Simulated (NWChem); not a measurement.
All runs are NWChem calculations. System: H3N2, charge 0, spin multiplicity 2, displaced from the optimised geometry. The structure started from a generated list of species. Its SCF solution wasn't tested for a lower state.

Input file:

```
start mol
memory heap 200 mb stack 900 mb global 1100 mb
geometry units angstroms nocenter noautoz noautosym
  N      0.668823    -0.366229     0.100782
  N     -0.562084     0.194511    -0.130348
  H      1.355250     0.426311     0.027558
  H     -0.743026     1.201076     0.072464
  H     -1.359392    -0.425361     0.106942
end
basis spherical
  * library def2-tzvp
end
dft
  xc b3lyp
  odft
  mult 2
  semidirect memsize 60000000 filesize 0
  iterations 100
  convergence nodiis damp 40
end
task dft gradient
```

The output up to the point where the run's verdict is printed (cleaned and shortened):

```
             Northwest Computational Chemistry Package (NWChem) 7.3.0
             --------------------------------------------------------

                                NWChem Input Module
                                -------------------

 Scaling coordinates for geometry "geometry" by  1.889725989
 (inverse scale =  0.529177249)

                             Geometry "geometry" -> ""
                             -------------------------

 Output coordinates in angstroms (scale by  1.889725989 to convert to a.u.)

  No.       Tag          Charge          X              Y              Z
 ---- ---------------- ---------- -------------- -------------- --------------
    1 N                    7.0000     0.66882300    -0.36622900     0.10078200
    2 N                    7.0000    -0.56208400     0.19451100    -0.13034800
    3 H                    1.0000     1.35525000     0.42631100     0.02755800
    4 H                    1.0000    -0.74302600     1.20107600     0.07246400
    5 H                    1.0000    -1.35939200    -0.42536100     0.10694200

 Effective nuclear repulsion energy (a.u.)      35.7637407467

            Nuclear Dipole moment (a.u.)
            ----------------------------
        X                 Y               Z
 ---------------- ---------------- ----------------
     0.0000094486     0.0000000000     0.0000037795


 Summary of "ao basis" -> "" (spherical)
 ------------------------------------------------------------------------------
       Tag                 Description            Shells   Functions and Types
 ---------------- ------------------------------  ------  ---------------------
 *                         def2-tzvp                  on all atoms

                                 NWChem DFT Module
                                 -----------------

 Summary of "ao basis" -> "ao basis" (spherical)
 ------------------------------------------------------------------------------
       Tag                 Description            Shells   Functions and Types
 ---------------- ------------------------------  ------  ---------------------
[...]
 d= 0,ls=0.0         73    -86.4782197766  2.88D+00  7.83D-02              32.2
                                                     5.82D-02
 d= 0,ls=0.0         74    -89.3613430024 -2.88D+00  7.83D-02              32.6
                                                     5.82D-02
 d= 0,ls=0.0         75    -86.4782197766  2.88D+00  7.83D-02              33.0
                                                     5.82D-02
 d= 0,ls=0.0         76    -89.3613430024 -2.88D+00  7.83D-02              33.4
                                                     5.82D-02
 d= 0,ls=0.0         77    -86.4782197766  2.88D+00  7.83D-02              33.8
                                                     5.82D-02
 d= 0,ls=0.0         78    -89.3613430024 -2.88D+00  7.83D-02              34.2
                                                     5.82D-02
 d= 0,ls=0.0         79    -86.4782197766  2.88D+00  7.83D-02              34.6
                                                     5.82D-02
 d= 0,ls=0.0         80    -89.3613430024 -2.88D+00  7.83D-02              35.0
                                                     5.82D-02
 d= 0,ls=0.0         81    -86.4782197766  2.88D+00  7.83D-02              35.4
                                                     5.82D-02
 d= 0,ls=0.0         82    -89.3613430024 -2.88D+00  7.83D-02              35.8
                                                     5.82D-02
 d= 0,ls=0.0         83    -86.4782197766  2.88D+00  7.83D-02              36.2
                                                     5.82D-02
 d= 0,ls=0.0         84    -89.3613430024 -2.88D+00  7.83D-02              36.6
                                                     5.82D-02
 d= 0,ls=0.0         85    -86.4782197766  2.88D+00  7.83D-02              37.0
                                                     5.82D-02
 d= 0,ls=0.0         86    -89.3613430024 -2.88D+00  7.83D-02              37.4
                                                     5.82D-02
 d= 0,ls=0.0         87    -86.4782197766  2.88D+00  7.83D-02              37.9
                                                     5.82D-02
 d= 0,ls=0.0         88    -89.3613430024 -2.88D+00  7.83D-02              38.3
                                                     5.82D-02
 d= 0,ls=0.0         89    -86.4782197766  2.88D+00  7.83D-02              38.7
                                                     5.82D-02
 d= 0,ls=0.0         90    -89.3613430024 -2.88D+00  7.83D-02              39.2
                                                     5.82D-02
 d= 0,ls=0.0         91    -86.4782197766  2.88D+00  7.83D-02              39.8
                                                     5.82D-02
 d= 0,ls=0.0         92    -89.3613430024 -2.88D+00  7.83D-02              40.2
                                                     5.82D-02
 d= 0,ls=0.0         93    -86.4782197766  2.88D+00  7.83D-02              40.7
                                                     5.82D-02
 d= 0,ls=0.0         94    -89.3613430024 -2.88D+00  7.83D-02              41.1
                                                     5.82D-02
 d= 0,ls=0.0         95    -86.4782197766  2.88D+00  7.83D-02              41.6
                                                     5.82D-02
 d= 0,ls=0.0         96    -89.3613430024 -2.88D+00  7.83D-02              42.0
                                                     5.82D-02
 d= 0,ls=0.0         97    -86.4782197766  2.88D+00  7.83D-02              42.5
                                                     5.82D-02
 d= 0,ls=0.0         98    -89.3613430024 -2.88D+00  7.83D-02              42.9
                                                     5.82D-02
 d= 0,ls=0.0         99    -86.4782197766  2.88D+00  7.83D-02              43.4
                                                     5.82D-02
 d= 0,ls=0.0        100    -89.3613430024 -2.88D+00  7.83D-02              43.9
                                                     5.82D-02
```

Convergence was not reached. The next line reads: Calculation failed to converge. NWChem stopped with the message: dft gradient failed.
